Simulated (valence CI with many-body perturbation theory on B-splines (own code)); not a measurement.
# E1 line list for Rh³⁸⁺

Calculated by relativistic CI+MBPT: five valence electrons over a frozen Dirac-Fock core [He], a basis of 11 s, 11 p, 10 d, 8 f, 5 g, 2 h functions for each j, with the one-electron correlation potential Σ1, the two-electron term Σ2, the three-electron term Σ3, Breit, model QED; selected CI, second order for the rest, scaled by the run's own slope (own B-spline code, finite nucleus).

The last digits are not significant, and no measured levels were compared; by estimate large intervals hold to a few tenths of a per cent, small ones and those within an open d or f shell to about a per cent. Among the levels kept, up to 11000 cm⁻¹ of a level comes from second order outside the variational space, and about a tenth of that is noise between levels of different J, which matters for small intervals.

Lines 51 to 100 of 574 in falling wavelength, among levels below 3843.8 eV, chosen from the strongest by gf and those to the six lowest levels. Wavelengths and rates use the calculated energies. Electric multipoles are in the length gauge with retardation, E1 and E2 with the static RPA response of the core. Weak lines are less certain than strong ones. Lines between different terms over intervals too small for the method are left out, as are lines whose strength nearly cancels. The highest levels of a list are the least certain.

Levels are named by their leading jj configuration (3d3/2^4 stands for four electrons in 3d with j = 3/2), which in mixed levels can hold well under half, so a name can repeat and another be missing. Letters in brackets count levels of one name in rising energy.

| λ vac (nm) | Upper | Lower | A (s⁻¹) | S (a.u.) with core polarisation | S without |
| --- | --- | --- | --- | --- | --- |
| 17.24 | (2s 2p1/2 2p3/2^2 3p1/2) J=5/2 [b] | (2s 2p1/2 2p3/2^2 3s) J=7/2 | 7.50e+09 | 1.14e-01 | 1.14e-01 |
| 17.24 | (2s^2 2p3/2^2 3d3/2) J=7/2 | (2s^2 2p3/2^2 3p3/2) J=5/2 | 2.61e+09 | 5.27e-02 | 5.27e-02 |
| 17.17 | (2s^2 2p1/2 2p3/2 3d5/2) J=7/2 [b] | (2s^2 2p1/2 2p3/2 3p3/2) J=5/2 [b] | 8.00e+09 | 1.60e-01 | 1.60e-01 |
| 17.16 | (2s^2 2p1/2^2 3d5/2) J=5/2 | (2s^2 2p1/2^2 3p3/2) J=3/2 | 9.53e+09 | 1.43e-01 | 1.43e-01 |
| 16.52 | (2s 2p1/2^2 2p3/2 3d5/2) J=7/2 [a] | (2s 2p1/2^2 2p3/2 3p3/2) J=5/2 [a] | 9.87e+09 | 1.76e-01 | 1.76e-01 |
| 16.38 | (2s^2 2p1/2 2p3/2 3d5/2) J=3/2 [a] | (2s^2 2p1/2 2p3/2 3p3/2) J=1/2 [a] | 5.40e+09 | 4.69e-02 | 4.69e-02 |
| 16.32 | (2s 2p1/2^2 2p3/2 3d5/2) J=5/2 [a] | (2s 2p1/2^2 2p3/2 3p3/2) J=3/2 [a] | 4.08e+09 | 5.26e-02 | 5.26e-02 |
| 16.02 | (2s^2 2p1/2 2p3/2 3d5/2) J=5/2 [b] | (2s^2 2p1/2 2p3/2 3p3/2) J=3/2 [a] | 5.00e+09 | 6.09e-02 | 6.09e-02 |
| 16.02 | (2s^2 2p1/2 2p3/2 3d5/2) J=5/2 [c] | (2s^2 2p1/2 2p3/2 3p3/2) J=3/2 [b] | 7.58e+09 | 9.23e-02 | 9.23e-02 |
| 16.01 | (2s 2p1/2^2 2p3/2 3d5/2) J=3/2 [a] | (2s 2p1/2^2 2p3/2 3p3/2) J=3/2 [a] | 6.22e+09 | 5.05e-02 | 5.05e-02 |
| 15.98 | (2s 2p1/2 2p3/2^2 3d5/2) J=3/2 [e] | (2s 2p1/2 2p3/2^2 3p3/2) J=1/2 [c] | 5.79e+09 | 4.67e-02 | 4.67e-02 |
| 15.02 | (2s 2p1/2 2p3/2^2 3p3/2) J=5/2 [a] | (2s 2p1/2 2p3/2^2 3s) J=3/2 [a] | 7.69e+09 | 7.72e-02 | 7.73e-02 |
| 14.98 | (2s 2p1/2 2p3/2^2 3p3/2) J=7/2 [b] | (2s 2p1/2^2 2p3/2 3d5/2) J=5/2 [a] | 4.43e+09 | 5.88e-02 | 5.88e-02 |
| 14.53 | (2s 2p1/2^2 2p3/2 3p3/2) J=3/2 [a] | (2s 2p1/2^2 2p3/2 3s) J=3/2 [a] | 1.53e+10 | 9.24e-02 | 9.24e-02 |
| 14.52 | (2s 2p3/2^3 3p3/2) J=3/2 | (2s 2p3/2^3 3s) J=3/2 [a] | 1.10e+10 | 6.65e-02 | 6.65e-02 |
| 14.47 | (2s 2p1/2 2p3/2^2 3p3/2) J=7/2 [b] | (2s 2p1/2 2p3/2^2 3s) J=5/2 [b] | 5.42e+09 | 6.48e-02 | 6.48e-02 |
| 14.34 | (2s 2p1/2 2p3/2^2 3p3/2) J=1/2 [c] | (2s 2p1/2 2p3/2^2 3s) J=1/2 [c] | 1.31e+10 | 3.82e-02 | 3.82e-02 |
| 14.28 | (2s 2p1/2 2p3/2^2 3d5/2) J=7/2 [b] | (2s 2p1/2 2p3/2^2 3p3/2) J=7/2 [b] | 4.69e+09 | 5.39e-02 | 5.39e-02 |
| 14.01 | (2s 2p1/2 2p3/2^2 3d3/2) J=7/2 [b] | (2s 2p1/2 2p3/2^2 3p1/2) J=5/2 [b] | 4.17e+09 | 4.53e-02 | 4.53e-02 |
| 14.01 | (2s 2p3/2^3 3p3/2) J=5/2 | (2s 2p3/2^3 3s) J=3/2 [a] | 6.04e+09 | 4.92e-02 | 4.92e-02 |
| 13.82 | (2s 2p1/2 2p3/2^2 3p3/2) J=3/2 [b] | (2s 2p1/2 2p3/2^2 3s) J=5/2 [b] | 7.20e+09 | 3.75e-02 | 3.75e-02 |
| 13.78 | (2s^2 2p3/2^2 3p3/2) J=5/2 | (2s^2 2p3/2^2 3s) J=3/2 | 9.52e+09 | 7.38e-02 | 7.38e-02 |
| 13.43 | (2s 2p1/2 2p3/2^2 3d3/2) J=5/2 [d] | (2s 2p1/2 2p3/2^2 3p1/2) J=3/2 [d] | 6.94e+09 | 4.98e-02 | 4.98e-02 |
| 13.34 | (2s 2p1/2 2p3/2^2 3d3/2) J=5/2 [b] | (2s 2p1/2 2p3/2^2 3p1/2) J=5/2 [b] | 6.26e+09 | 4.40e-02 | 4.40e-02 |
| 13.27 | (2s 2p1/2 2p3/2^2 3p3/2) J=7/2 [c] | (2s 2p1/2 2p3/2^2 3s) J=5/2 [c] | 2.33e+10 | 2.15e-01 | 2.15e-01 |
| 13.21 | (2s^2 2p3/2^2 3d5/2) J=5/2 [a] | (2s^2 2p3/2^2 3p3/2) J=5/2 | 6.22e+09 | 4.24e-02 | 4.24e-02 |
| 13.21 | (2s 2p1/2 2p3/2^2 3p3/2) J=5/2 [c] | (2s 2p1/2 2p3/2^2 3s) J=3/2 [b] | 1.84e+10 | 1.26e-01 | 1.26e-01 |
| 13.20 | (2s^2 2p1/2 2p3/2 3p3/2) J=1/2 [a] | (2s^2 2p1/2 2p3/2 3s) J=1/2 | 1.54e+10 | 3.50e-02 | 3.50e-02 |
| 13.19 | (2s 2p1/2^2 2p3/2 3p3/2) J=5/2 [b] | (2s 2p1/2^2 2p3/2 3s) J=3/2 [b] | 2.60e+10 | 1.77e-01 | 1.77e-01 |
| 13.17 | (2s 2p1/2^2 2p3/2 3p3/2) J=5/2 [a] | (2s 2p1/2^2 2p3/2 3s) J=3/2 [a] | 1.66e+10 | 1.12e-01 | 1.12e-01 |
| 13.12 | (2s 2p1/2 2p3/2^2 3d3/2) J=5/2 [a] | (2s 2p1/2 2p3/2^2 3p1/2) J=5/2 [a] | 9.18e+09 | 6.14e-02 | 6.14e-02 |
| 12.98 | (2s 2p1/2 2p3/2^2 3d3/2) J=3/2 [b] | (2s 2p1/2 2p3/2^2 3p1/2) J=5/2 [b] | 1.27e+10 | 5.48e-02 | 5.48e-02 |
| 12.98 | (2s 2p1/2 2p3/2^2 3d3/2) J=3/2 [e] | (2s 2p1/2 2p3/2^2 3p1/2) J=3/2 [d] | 8.10e+09 | 3.49e-02 | 3.49e-02 |
| 12.94 | (2s^2 2p1/2 2p3/2 3p3/2) J=5/2 [a] | (2s^2 2p1/2 2p3/2 3s) J=3/2 [a] | 2.34e+10 | 1.50e-01 | 1.50e-01 |
| 12.93 | (2s 2p1/2^2 2p3/2 3d3/2) J=5/2 [a] | (2s 2p1/2^2 2p3/2 3p1/2) J=5/2 | 1.04e+10 | 6.66e-02 | 6.66e-02 |
| 12.91 | (2s 2p1/2 2p3/2^2 3p3/2) J=3/2 [d] | (2s 2p1/2 2p3/2^2 3s) J=1/2 [b] | 1.43e+10 | 6.07e-02 | 6.08e-02 |
| 12.91 | (2s^2 2p3/2^2 3p3/2) J=5/2 | (2s^2 2p3/2^2 3s) J=5/2 | 1.04e+10 | 6.62e-02 | 6.62e-02 |
| 12.90 | (2s 2p1/2^2 2p3/2 3p3/2) J=7/2 | (2s 2p1/2^2 2p3/2 3s) J=5/2 | 3.04e+10 | 2.58e-01 | 2.58e-01 |
| 12.90 | (2s 2p3/2^3 3p3/2) J=7/2 | (2s 2p3/2^3 3s) J=5/2 | 2.63e+10 | 2.22e-01 | 2.23e-01 |
| 12.85 | (2s^2 2p3/2^2 3p3/2) J=7/2 | (2s^2 2p3/2^2 3s) J=5/2 | 2.27e+10 | 1.90e-01 | 1.90e-01 |
| 12.81 | (2s 2p1/2 2p3/2^2 3p3/2) J=9/2 | (2s 2p1/2 2p3/2^2 3s) J=7/2 | 3.06e+10 | 3.18e-01 | 3.18e-01 |
| 12.81 | (2s^2 2p3/2^2 3p3/2) J=3/2 [b] | (2s^2 2p1/2 2p3/2 3d5/2) J=1/2 | 8.78e+09 | 3.64e-02 | 3.64e-02 |
| 12.76 | (2s^2 2p1/2 2p3/2 3p3/2) J=7/2 | (2s^2 2p1/2 2p3/2 3s) J=5/2 | 2.75e+10 | 2.25e-01 | 2.25e-01 |
| 12.73 | (2s 2p1/2 2p3/2^2 3p3/2) J=7/2 [a] | (2s 2p1/2 2p3/2^2 3s) J=5/2 [a] | 2.91e+10 | 2.37e-01 | 2.37e-01 |
| 12.73 | (2s 2p1/2^2 2p3/2 3d3/2) J=7/2 | (2s 2p1/2^2 2p3/2 3p1/2) J=5/2 | 1.66e+10 | 1.35e-01 | 1.35e-01 |
| 12.73 | (2s 2p1/2 2p3/2^2 3p3/2) J=5/2 [a] | (2s 2p1/2 2p3/2^2 3s) J=5/2 [a] | 8.50e+09 | 5.19e-02 | 5.19e-02 |
| 12.70 | (2s 2p1/2 2p3/2^2 3p3/2) J=7/2 [b] | (2s 2p1/2 2p3/2^2 3s) J=7/2 | 1.33e+10 | 1.07e-01 | 1.07e-01 |
| 12.69 | (2s^2 2p1/2 2p3/2 3p3/2) J=3/2 [b] | (2s^2 2p1/2 2p3/2 3s) J=3/2 [b] | 1.30e+10 | 5.24e-02 | 5.24e-02 |
| 12.64 | (2s^2 2p3/2^2 3d3/2) J=5/2 | (2s^2 2p3/2^2 3p1/2) J=5/2 | 9.18e+09 | 5.49e-02 | 5.49e-02 |
| 12.63 | (2s^2 2p1/2 2p3/2 3d3/2) J=3/2 [b] | (2s^2 2p1/2 2p3/2 3p1/2) J=3/2 [b] | 8.76e+09 | 3.49e-02 | 3.48e-02 |
